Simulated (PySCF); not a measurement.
An unknown is described by computed data only.

Formula: C6H11NOSi.

- Rotational structure: rotational constants A, B, C: 3.144, 0.925, 0.752 GHz [PBE0-D3(BJ)/def2-SVP]
- 13C NMR: chemical shifts (computed TMS as zero) by class: 172.1 (1 C), 143.7 (1 C), 138.7 (1 C), 41.5 (1 C), 22.8 (1 C), 18.7 (1 C) ppm [GIAO PBE0/pcSseg-1]
- Dipole: 3.70 D [CAM-B3LYP/def2-SVPD]
- 1H NMR: chemical shifts (computed TMS as zero) by class: 6.23 (1 H), 5.90 (1 H), 5.09 (1 H), 4.92 (1 H), 4.34 (1 H), 3.34 (1 H), 1.79 (3 H), 1.30 (1 H), 1.18 (1 H) ppm [GIAO PBE0/pcSseg-1]
- Polarisability: 105.6 au [CAM-B3LYP/def2-SVPD]
- NMR, other nuclei: isotropic shieldings of nuclei other than C and H, by class: 121 (1 N), -59 (1 O), 379 (1 Si) ppm [GIAO PBE0/pcSseg-1]

Electronic properties: PySCF, gas phase, density fitting. Levels stand in brackets. Isolated species at its PBE0-D3(BJ)/def2-SVP geometry (one conformer only). Each NMR value is the plain mean over a class of atoms that symmetry, rotation or inversion makes alike.

Task: Give a SMILES that accounts for the data.

Result: Numbering: `[CH3:1][C:2](=[O:3])[NH:4][C@@H:5]1[CH:6]=[CH:7][CH2:8][SiH2:9]1`. Its formula, C6H11NOSi, gives 3 degrees of unsaturation: 1 ring and 2 π bonds in the structure found. 6 carbons fall into 6 classes; from least to most shielded: amide carbonyl carbon [C2] (172.1 ppm), alkene CH carbon [C7] (143.7 ppm), alkene CH carbon [C6] (138.7 ppm), ring sp3 carbon bound to nitrogen [C5] (41.5 ppm), methyl carbon next to a carbonyl [C1] (22.8 ppm), ring sp3 carbon bound to silicon [C8] (18.7 ppm). Hydrogen classes from least to most shielded: 1 H on an alkene CH carbon, C7 (6.23 ppm), 1 H on an alkene CH carbon, C6 (5.90 ppm), 1 H on an SiH2 silicon, Si9 (5.09 ppm), 1 H on an amide nitrogen, N4 (4.92 ppm), 1 H on an SiH2 silicon, Si9 (4.34 ppm), 1 H on an sp3 carbon bound to nitrogen, C5 (3.34 ppm), 3 H on a methyl carbon next to a carbonyl, C1 (1.79 ppm, a mean of values up to 0.9 ppm apart in this geometry), 1 H on an sp3 carbon bound to silicon, C8 (1.30 ppm), 1 H on an sp3 carbon bound to silicon, C8 (1.18 ppm). The other shieldings belong to: 121 ppm, amide nitrogen [N4]; -59 ppm, amide oxygen [O3]; 379 ppm, SiH2 silicon [Si9]. The optimised geometry has point group C1 and is an asymmetric top. Structure: `CC(=O)N[C@@H]1C=CC[SiH2]1`. Computed isomers that give other values at the same levels: `COC[SiH2]n1cccc1` (rotational constant A: 4.068 GHz; this holds for the one conformer computed); `O=C=N[SiH]1CCCCC1` (smallest rotational constant: 0.613 GHz; this holds for the one conformer computed). The assignments are read from this structure; whether some other isomer fits the data as well wasn't checked. The mirror image fits equally.
